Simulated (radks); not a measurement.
Fractional charge and spin in the 2s shell of boron: the spin-up occupation runs from 0 to 1 and the spin-down occupation from 0 to 1; the fullest corner is B, [He] 2p(up 0.5, down 0.5) 2s(up 1, down 1). Method: non-relativistic Kohn-Sham, BLYP, spin-polarised, spherical densities, point nucleus; computed with a radial shooting solver on a logarithmic mesh with Libxc functionals. Energy (eV) minus the two flat planes that join the four corners (they meet along the diagonal where the two added fractions sum to one electron); zero is where a piecewise linear energy would lie.

down \ up       0    0.25     0.5    0.75       1
0           0.000  -1.021  -1.366  -1.024   0.000
0.25       -1.021  -1.214  -0.755   0.361  -0.860
0.5        -1.366  -0.755   0.485  -0.635  -1.137
0.75       -1.024   0.361  -0.635  -1.032  -0.843
1           0.000  -0.860  -1.137  -0.843   0.000

Corners above the fullest one (they belong to B+ and the next ion): (up 1, down 0) 13.734 eV, (up 0, down 1) 13.734 eV, (up 0, down 0) 39.421 eV. With half an added electron in each spin the energy lies 0.485 eV from the planes, and with half an added electron in spin up alone -1.366 eV. The planes are only a guide here: the flat-plane condition holds for ground states with one frontier orbital, while this shell lies below other occupied shells, so the corners above the fullest one are inner-hole states and not the ground states of those ions.
